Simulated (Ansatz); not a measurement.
Ideal-gas functions of BGaH6Si (`[BH2][GaH][SiH3]`) at 800 K and 1 bar, from an Ansatz frequency run at PBE0-D4/def2-TZVP.

Molar mass 114.67 g/mol, point group Cs (symmetry number 1), electronic degeneracy 1, moments of inertia 38.908, 191.248, 220.159 u Å². Harmonic wavenumbers (cm⁻¹, unscaled): 32, 84, 236, 318, 365, 403, 403, 529, 577, 588, 841, 881, 932, 944, 1142, 1929, 2195, 2204, 2213, 2567, 2649.

Use S(trans) = R[1.5 ln M + 2.5 ln T − 1.1517]; rotational temperatures θ = 24.2544 K / I; S(rot) = R[ln(√π/σ · √(T³/θAθBθC)) + 1.5]; for each mode x = 1.438777 ν̃/T, S = R[x/(eˣ − 1) − ln(1 − e⁻ˣ)] and H = RT x/(eˣ − 1); 1 cm⁻¹ = 0.0119627 kJ/mol; R = 8.31446 J/(mol·K).

Problem. By hand: the entropy, in J/(mol·K).

Solution. Translation 188.5. Rotation: θ = 0.6234, 0.1268, 0.1102 K, giving 120.3. Vibration, mode by mode: 32.05, 24.04, 15.50, 13.07, 11.96, 11.17, 11.17, 9.04, 8.37, 8.23, 5.62, 5.31, 4.93, 4.85, 3.65, 1.19, 0.81, 0.80, 0.79, 0.47, 0.41, in all 173.4. Electronic 0.0. Sum 482.2 J/(mol·K).

Problem. By hand: H − E and G − E in kJ/mol, counted from the electronic energy.

Solution. Zero-point energy ½ × 22032 × 0.0119627 = 131.8; thermal vibration 63.7; translation, rotation and pV give 4 RT = 26.6. H − E = 222.1 kJ/mol, and G − E = 222.1 − 800 × 482.2/1000 = -163.7 kJ/mol.

Vibration gives 36 % of the entropy, 56.1 J/(mol·K) of it from the modes under 150 cm⁻¹: soft modes count most, and the harmonic formula is weakest for them.
